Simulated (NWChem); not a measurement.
# Si₂NH₅O₂; SMILES N[SiH]1O[SiH2]O1

```xyz
10

N      0.0368    -2.1363     0.6038
Si     0.1094    -0.7710    -0.3941
O      1.1882     0.4581     0.0851
Si    -0.0822     1.5687     0.1958
O     -1.1677     0.3464    -0.2366
H     -0.1025    -2.1109     1.6060
H      0.1333    -3.0741     0.2375
H      0.3217    -1.2536    -1.7785
H      0.0006     2.6767    -0.7927
H     -0.2946     2.1045     1.5680
```
Atoms are numbered in this order, from 1.

Results from NWChem. Pople sets run with spherical d functions. All runs use the structure optimised with PBE0/def2-SVP. Atomic charges in e: unrestrained fits to the electrostatic potential beside Mulliken populations; buried atoms are poorly determined by the fit.

Q: Predict the results for Hartree-Fock/6-31G*. Quantities: ESP N1; Mulliken N1; ESP Si2; Mulliken Si2; ESP O3; Mulliken O3; ESP Si4; Mulliken Si4; ESP O5; Mulliken O5; relative RMS misfit of the potential (%).

A: The ESP N1 is -1.10, the Mulliken N1 is -1.08 and the ESP Si2 comes out as 1.34. The Mulliken Si2 is 1.39. The ESP O3 comes out as -0.80 and the Mulliken O3 comes out as -0.89. The ESP Si4 is 1.16 and the Mulliken Si4 comes out as 1.19. The ESP O5 comes out as -0.80 and the Mulliken O5 is -0.89. The relative RMS misfit of the potential (%) is 25.
